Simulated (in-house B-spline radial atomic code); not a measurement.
Multiplet parameters of the 4d7 shell in Rh²⁺ ([Kr] 4d7). Level of theory: non-relativistic Hartree-Fock, average of configuration, point nucleus; calculated with an all-electron radial atomic-structure program (B-spline basis).

Slater integrals: F^2 = 70365 cm⁻¹, F^4 = 45992 cm⁻¹. Central-field spin-orbit parameter ζ(4d) = 1372 cm⁻¹ (bare central field on non-relativistic orbitals, without two-electron terms: too large for light atoms, too small for heavy ones).

Problem. What are Racah's B and C?

Solution. B = F^2/49 - 5F^4/441 = 915 cm⁻¹, C = 35F^4/441 = 3650 cm⁻¹, C/B = 3.99.

Problem. Where do the terms lie in LS coupling, without spin-orbit interaction?

Solution. In cm⁻¹ above the Hund's-rule term (some of the terms):
| term | expression | energy |
| --- | --- | --- |
| 4F | 0B + 0C | 0 |
| 4P | 15B + 0C | 13719 |
| 2G | 4B + 3C | 14609 |
| 2H | 9B + 3C | 19182 |
| 2F | 24B + 3C | 32900 |

Problem. Is LS coupling a fair picture here?

Solution. Fits to spectra need these integrals scaled down, since correlation screens the repulsion. Here ζ is 1.50 times B, so the coupling is intermediate: spin-orbit interaction mixes the terms, and LS labels name only the largest part.
